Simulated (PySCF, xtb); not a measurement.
VOF2, SMILES [F][V+]([F])=[O], charge +1, multiplicity 1.

Harmonic wavenumbers (cm⁻¹) from xtb with GFN2-xTB at its own minimum, in rising order: 220, 310, 314, 644, 685, 1018.

**Question.** What does B3LYP-D3(BJ)/def2-SVP (PySCF) give at its own minimum? (Estimate from the structure and the level; the computed values follow.)

**Answer.** 187, 293, 347, 845, 923, 1211. Paired by order, the mean absolute difference is 119 cm⁻¹ and the zero-point energies are 4.6 and 5.4 kcal/mol.
